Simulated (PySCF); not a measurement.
A PySCF script (with the pyscf-properties extension) for the NMR shieldings of `BCB(CCC)[SiH](C)C`, C6H18B2Si, on a GFN2-xTB geometry:

```python
import basis_set_exchange as bse
import numpy as np
from pyscf import gto, dft
from pyscf.prop import nmr

atoms = """
B     0.191379    2.228764    1.382134
C    -0.273098    2.097279   -0.107397
B    -0.020119    0.589398   -0.512269
C     1.453692    0.140621   -0.876227
C     1.995103   -0.838115    0.180862
C     3.405091   -1.312060   -0.151781
Si   -1.498757   -0.711757   -0.468739
C    -2.931272   -0.209570   -1.636580
C    -2.256318   -0.844443    1.283180
H     1.312506    2.450575    1.636260
H    -0.573628    2.088115    2.256637
H    -1.323292    2.366078   -0.215703
H     0.331206    2.747325   -0.741236
H     2.158210    0.972559   -0.955570
H     1.472314   -0.380246   -1.838948
H     1.328510   -1.700267    0.251157
H     2.000688   -0.343705    1.155591
H     3.415129   -1.842622   -1.101602
H     3.776163   -1.982537    0.620617
H     4.084846   -0.465694   -0.224903
H    -1.156759   -2.105399   -0.858590
H    -3.750092   -0.920243   -1.587848
H    -3.330314    0.766401   -1.374655
H    -2.602665   -0.159833   -2.670450
H    -2.606492    0.123418    1.629683
H    -3.099597   -1.527845    1.306163
H    -1.522330   -1.199772    2.000506
"""
names = dict.fromkeys(["B", "C", "Si", "H"], "pcSseg-1")
basis = {el: gto.basis.parse(bse.get_basis(n, elements=[el], fmt="nwchem")) for el, n in names.items()}
mol = gto.M(atom=atoms, basis=basis, charge=0, verbose=0)
mf = dft.RKS(mol, xc="PBE0")
mf.grids.level = 2
mf.grids.alignment = dft.numint.BLKSIZE   # the property module wants whole blocks of grid points
mf.conv_tol = 1e-9
mf.kernel()

calc = nmr.RKS(mf)   # GIAO
C = mf.mo_coeff
Co = C[:, mf.mo_occ > 0]
resp = mf.gen_response(singlet=True, hermi=2)
def vind(x):   # induced exchange potential for any number of trial vectors
    d = np.einsum("pi,xij,qj->xpq", C, 2 * x.reshape(-1, C.shape[1], Co.shape[1]), Co, optimize=True)
    return np.einsum("xpq,pi,qj->xij", resp(d - d.transpose(0, 2, 1)), C, Co, optimize=True).ravel()
mo1, _ = nmr.rhf.solve_mo1(calc, with_cphf=vind)
sigma = calc.kernel(mo1)
for i, s in enumerate(sigma):   # ppm
    print("%2d %-2s %9.2f" % (i, mol.atom_pure_symbol(i), np.trace(s) / 3))
```

Problem. What are the results?

Solution. 
```
 0 B      12.53
 1 C     117.55
 2 B      -7.96
 3 C     142.21
 4 C     171.53
 5 C     166.77
 6 Si    398.66
 7 C     191.55
 8 C     192.36
 9 H      23.75
10 H      23.74
11 H      27.25
12 H      27.88
13 H      29.63
14 H      29.79
15 H      30.54
16 H      31.21
17 H      30.62
18 H      30.33
19 H      30.70
20 H      27.52
21 H      31.44
22 H      31.50
23 H      31.69
24 H      31.43
25 H      31.47
26 H      31.97
```

These numbers come from an equivalent density-fitted implementation of the same equations, which agrees with the script to about 0.01 ppm for H and up to a few tenths of a ppm for heavy atoms, so last digits may differ.

Size and cost of the density-fitted run: 250 basis functions, 110 s wall time on 1 thread of an Arm Neoverse N1, shared host; peak memory 1.2 GiB.
